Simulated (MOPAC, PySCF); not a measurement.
Series diradicals and antiaromatic rings, computed as singlets and as triplets. All species are isolated molecules in the gas phase. One relaxed conformer stands for each flexible species; it need not be the lowest. Strings in code marks are SMILES.

Quantity: adiabatic spin-state energy, in kcal/mol. Semi-empirical values (MOPAC) are differences of heats of formation. Levels without diffuse functions put anions too high.

Level 1: B3LYP-D3(BJ)/def2-TZVP (PySCF)
Level 2: M06-2X/6-31G* // B3LYP-D3(BJ)/def2-TZVP (PySCF)
Level 3: PBE/6-31G* // B3LYP-D3(BJ)/def2-TZVP (PySCF)
Level 4: PM7 // B3LYP-D3(BJ)/def2-TZVP (MOPAC)

```
species                                             level 2  level 3  level 4
--------------------------------------------------  -------  -------  -------
`[CH2]S[CH2]`: multiplicity 3 minus multiplicity 1     21.3     25.4     14.9
`C1=CC=C1`: multiplicity 3 minus multiplicity 1        11.6     4.49     4.62
`C1=C[CH-]1`: multiplicity 3 minus multiplicity 1      3.86    -1.45    -11.4
```

What does level 1 give for each?


- `[CH2]S[CH2]`: multiplicity 3 minus multiplicity 1: 25.3
- `C1=CC=C1`: multiplicity 3 minus multiplicity 1: 5.96
- `C1=C[CH-]1`: multiplicity 3 minus multiplicity 1: 2.87
